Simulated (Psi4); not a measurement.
C₃H₉SSi (SMILES C[Si](C)(C)[S]), doublet, at a GFN2-xTB geometry, with bond 12-4 at 1.25 times its length; Psi4 with HF/STO-3G.

Here is a job for Psi4.
```
memory 2 GB

molecule mol {
0 2
  C    -0.655819    1.474438   -1.214664
  Si   -0.063141   -0.077091   -0.277691
  C     1.516243   -0.779884   -1.082710
  C    -1.437218   -1.398783   -0.239344
  S     0.394535    0.481703    1.735151
  H    -0.899393    1.233321   -2.244601
  H    -1.541951    1.897097   -0.750844
  H     0.110733    2.243417   -1.222772
  H     1.876341   -1.650652   -0.543182
  H     1.326392   -1.076758   -2.109383
  H     2.313593   -0.042868   -1.088947
  H    -1.765844   -1.789011   -1.496611
  H    -2.334428   -1.016863    0.238305
  H    -1.118995   -2.278326    0.312143
}

set basis sto-3g
set reference uhf
set stability_analysis follow
set scf_type pk

energy('scf')
print_variables()
```

**Question.** What does Psi4 print? Leave out banner, timings and long lists.

**Answer.** 
```
   => Loading Basis Set <=

    Name: STO-3G
    Role: ORBITAL
    Keyword: BASIS

         ---------------------------------------------------------
                                   SCF
               by Justin Turney, Rob Parrish, Andy Simmonett
                          and Daniel G. A. Smith
                              UHF Reference
         ---------------------------------------------------------

  ==> Geometry <==

    Molecular point group: c1
    Full point group: C1

    Geometry (in Angstrom), charge = 0, multiplicity = 2:

       Center              X                  Y                   Z               Mass
    ------------   -----------------  -----------------  -----------------  -----------------
         C           -0.673688240936     1.452599456419    -1.293613526052    12.000000000000
         SI          -0.081010240936    -0.098929543581    -0.356640526052    27.976926534650
         C            1.498373759064    -0.801722543581    -1.161659526052    12.000000000000
         C           -1.455087240936    -1.420621543581    -0.318293526052    12.000000000000
         S            0.376665759064     0.459864456419     1.656201473948    31.972071174400
         H           -0.917262240936     1.211482456419    -2.323550526052     1.007825032230
         H           -1.559820240936     1.875258456419    -0.829793526052     1.007825032230
         H            0.092863759064     2.221578456419    -1.301721526052     1.007825032230
         H            1.858471759064    -1.672490543581    -0.622131526052     1.007825032230
         H            1.308522759064    -1.098596543581    -2.188332526052     1.007825032230
         H            2.295723759064    -0.064706543581    -1.167896526052     1.007825032230
         H           -1.783713240936    -1.810849543581    -1.575560526052     1.007825032230
         H           -2.352297240936    -1.038701543581     0.159355473948     1.007825032230
         H           -1.136864240936    -2.300164543581     0.233193473948     1.007825032230

  Running in c1 symmetry.

  Rotational constants: A =      0.10154  B =      0.07107  C =      0.07105 [cm^-1]
  Rotational constants: A =   3044.20297  B =   2130.47600  C =   2130.13542 [MHz]
  Nuclear repulsion =  284.929327736070036

  Charge       = 0
  Multiplicity = 2
  Electrons    = 57
  Nalpha       = 29
  Nbeta        = 28

  ==> Algorithm <==

  SCF Algorithm Type is PK.
  DIIS enabled.
  MOM disabled.
  Fractional occupation disabled.
[...]
    Wavefunction unstable!
    Rotating orbitals by 0.5 * pi / 2 radians along unstable eigenvector.
[...]
    Wavefunction stable under totally symmetric rotations.
    Lowest totally symmetric eigenvalue: 0.000261
    Lowest UHF->UHF stability eigenvalues:
       A 0.000261

    Stability analysis over.

  ==> Post-Iterations <==

   @Spin Contamination Metric:   3.756854871E-03
   @S^2 Expected:                7.500000000E-01
   @S^2 Observed:                7.537568549E-01
   @S   Expected:                5.000000000E-01
   @S   Observed:                5.000000000E-01

    Orbital Energies [Eh]
    ---------------------

    Alpha Occupied:

[...]
    Alpha Virtual:

[...]
      42A      0.770367

    Beta Occupied:

[...]
      28A     -0.224056

    Beta Virtual:

[...]
    Final Occupation by Irrep:
              A
    DOCC [    28 ]
    SOCC [     1 ]
    NA   [    29 ]
    NB   [    28 ]

  @UHF Final Energy:  -796.25772598404149

   => Energetics <=

    Nuclear Repulsion Energy =            284.9293277360700358
    One-Electron Energy =               -1671.6391700696774478
    Two-Electron Energy =                 590.4521163495659266
    Total Energy =                       -796.2577259840414854

  UHF NO Occupations:
  HONO-2 :   27  A 1.9999201
  HONO-1 :   28  A 1.9982775
  HONO-0 :   29  A 1.0000000
  LUNO+0 :   30  A 0.0017225
  LUNO+1 :   31  A 0.0000799
  LUNO+2 :   32  A 0.0000488
  LUNO+3 :   33  A 0.0000207

Computation Completed

Properties will be evaluated at   0.000000,   0.000000,   0.000000 [a0]

Properties computed using the SCF density matrix

 Multipole Moments:

 ------------------------------------------------------------------------------------
     Multipole            Electronic (a.u.)      Nuclear  (a.u.)        Total (a.u.)
 ------------------------------------------------------------------------------------

 L = 1.  Multiply by 2.5417464519 to convert [e a0] to [Debye]
 Dipole X            :          2.0023786           -2.0489861           -0.0466075
 Dipole Y            :          2.4349434           -2.4998053           -0.0648619
 Dipole Z            :          8.6412800           -8.9791867           -0.3379067
 Magnitude           :                                                    0.3472179

 ------------------------------------------------------------------------------------

  Variable Map:
  ----------------------------------------------------------------------------
[...]
  Array Variable Map:
  ----------------------------------------------------------------------------
[...]
[...]
```
